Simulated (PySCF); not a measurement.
4-pyridine carbaldehyde, C₆H₅NO.
SMILES with atom numbers: `[O:1]=[CH:2][c:3]1[cH:4][cH:5][n:6][cH:7][cH:8]1` (hydrogens: H9 on C2; H10 on C4; H11 on C5; H12 on C7; H13 on C8)

The same species was optimised twice, with GFN2-xTB and with PBE0-D3(BJ)/def2-SVP (PySCF), and the same property calculations (PySCF, gas phase) were run on both structures.

| coordinate | GFN2-xTB | PBE0-D3(BJ)/def2-SVP | change |
| --- | --- | --- | --- |
| C2–C3 (Å) | 1.475 | 1.486 | +0.011 |
| N6–C7 (Å) | 1.322 | 1.333 | +0.011 |
| C4–C5 (Å) | 1.386 | 1.395 | +0.009 |
| C5–N6 (Å) | 1.322 | 1.329 | +0.007 |
| C7–C8 (Å) | 1.385 | 1.391 | +0.006 |
| C3–C8 (Å) | 1.395 | 1.397 | +0.002 |
| O1=C2 (Å) | 1.202 | 1.203 | +0.001 |
| C3–C4 (Å) | 1.394 | 1.395 | +0.001 |
| O1–C2–C3 (°) | 125.0 | 124.0 | -1.0 |
| C5–N6–C7 (°) | 118.6 | 118.2 | -0.4 |
| C2–C3–C4 (°) | 121.1 | 120.9 | -0.2 |
| C4–C3–C8 (°) | 118.5 | 118.7 | +0.2 |
| N6–C7–C8 (°) | 123.2 | 123.4 | +0.2 |
| C3–C4–C5 (°) | 118.2 | 118.3 | +0.1 |
| C4–C5–N6 (°) | 123.3 | 123.2 | -0.1 |
| C3–C8–C7 (°) | 118.3 | 118.2 | -0.1 |
| O1–C2–C3–C4 (°) | 180 | -179 | +1 |

Rotational constants: A = 5590, B = 1576, C = 1230 MHz (GFN2-xTB) against A = 5530, B = 1567, C = 1221 MHz (PBE0-D3(BJ)/def2-SVP).

On the GFN2-xTB structure: HOMO (eV) -7.78 [PBE0/pcSseg-1]; LUMO (eV) -2.44 [PBE0/pcSseg-1]; dipole (D) 1.75 [PBE0/pcSseg-1]; GIAO shielding of O1 (ppm) -355.4 [PBE0/pcSseg-1]; GIAO shielding of C2 (ppm) -10.5 [PBE0/pcSseg-1]; GIAO shielding of C3 (ppm) 41.3 [PBE0/pcSseg-1]; GIAO shielding of C4/C8 (mean) (ppm) 58.9 [PBE0/pcSseg-1]; GIAO shielding of C5/C7 (mean) (ppm) 29.5 [PBE0/pcSseg-1]; GIAO shielding of N6 (ppm) -115.7 [PBE0/pcSseg-1].

Task: What do these properties become on the PBE0-D3(BJ)/def2-SVP structure?

Result: 
```csv
property,level,on GFN2-xTB,on PBE0-D3(BJ)/def2-SVP,change
HOMO (eV),PBE0/pcSseg-1,-7.78,-7.80,-0.02
LUMO (eV),PBE0/pcSseg-1,-2.44,-2.44,0.00
dipole (D),PBE0/pcSseg-1,1.75,1.76,+0.01
"energy, GFN2-xTB geometry as zero (kcal/mol)",PBE0/pcSseg-1,0.0,-0.3,-0.3
GIAO shielding of O1 (ppm),PBE0/pcSseg-1,-355.4,-357.8,-2.4
GIAO shielding of C2 (ppm),PBE0/pcSseg-1,-10.5,-11.0,-0.5
GIAO shielding of C3 (ppm),PBE0/pcSseg-1,41.3,40.2,-1.1
GIAO shielding of C4/C8 (mean) (ppm),PBE0/pcSseg-1,58.9,57.2,-1.7
GIAO shielding of C5/C7 (mean) (ppm),PBE0/pcSseg-1,29.5,27.0,-2.5
GIAO shielding of N6 (ppm),PBE0/pcSseg-1,-115.7,-119.7,-4.0
```

The heavy atoms differ by 0.010 Å rms after alignment. Among bonds between heavy atoms C2–C3 and N6–C7 change most and about equally (+0.011 Å). Changes are differences of the printed values. Neither structure is proved a minimum here.

Shape of the structure used: `[O:1]=[CH:2][c:3]1[cH:4][cH:5][n:6][cH:7][cH:8]1`: O1–C2–C3–C4 -179°.
